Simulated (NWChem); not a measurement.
## Total energies of H$_{4}$SiSn

```xyz
6

Sn     0.4367    -0.5434     0.0000
H     -1.0741    -1.5260     0.0000
Si    -1.1580     1.6115     0.0000
H     -2.0596     1.6010     1.2147
H     -2.0596     1.6010    -1.2147
H     -0.4300     2.9340     0.0000
```
Charge 0, spin multiplicity 1.

Program: NWChem. Structure: optimised with PBE/def2-SVP with def2 effective core potentials on Sn, a minimum by its harmonic frequencies.

Basis set: def2-SVP (64 functions).

| method | total energy (Ha) |
|---|---|
| RHF | -504.48181 |
| MP2 | -504.67920 |
| B2PLYP | -505.64880 |
| PBE | -505.89965 |
| B3LYP | -506.16328 |
| LDA (SVWN5) | -504.52778 |
| CCSD(T) | -504.73022 |

Total energies of different functionals aren't comparable as a measure of quality: only differences taken within one method are. 

Effective core potentials replace the inner electrons of Sn; spin-orbit coupling is left out. The correlated methods keep 9 core orbitals frozen. B3LYP has NWChem's definition, with VWN1-RPA local correlation. The structure started from a generated list of species. Coupled-cluster values serve here as a point of comparison, not as the truth.
